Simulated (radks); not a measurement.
The numbers below are computed, except where a source is named.
Task: The mean radii <r> (bohr) of the occupied orbitals of an atom or ion are listed with their occupations. Level of theory: Dirac Kohn-Sham, PBE, spin-unpolarised, spherical densities, point nucleus (a radial shooting solver on a logarithmic mesh with Libxc functionals).

| orbital | occ. | <r> |
|---|---|---|
| 1s1/2 | 2 | 0.02150 |
| 2s1/2 | 2 | 0.09095 |
| 2p1/2 | 2 | 0.07590 |
| 2p3/2 | 4 | 0.08284 |
| 3s1/2 | 2 | 0.2389 |
| 3p1/2 | 2 | 0.2286 |
| 3p3/2 | 4 | 0.2418 |
| 3d3/2 | 4 | 0.2141 |
| 3d5/2 | 6 | 0.2182 |
| 4s1/2 | 2 | 0.5409 |
| 4p1/2 | 2 | 0.5521 |
| 4p3/2 | 4 | 0.5820 |
| 4d3/2 | 4 | 0.6157 |
| 4d5/2 | 6 | 0.6262 |
| 5s1/2 | 2 | 1.304 |
| 5p1/2 | 2 | 1.457 |
| 5p3/2 | 4 | 1.551 |
| 4f5/2 | 6 | 0.8303 |
| 4f7/2 | 2 | 0.8428 |
| 6s1/2 | 2 | 3.506 |

Name the element and its charge. Open shells, if any, fill j = l - 1/2 first.

Result: Z = 65, terbium, charge +1: Tb+ in [Xe] 4f8 6s2. The 1s radius gives Z: for a bare nucleus <r> = (2 gamma + 1)/(2Z) with gamma = sqrt(1 - (Z/c)^2), 0.02124 bohr for Z = 65, and screening makes it slightly larger (0.02150 here). The occupations add up to 64, and the charge is Z minus that.
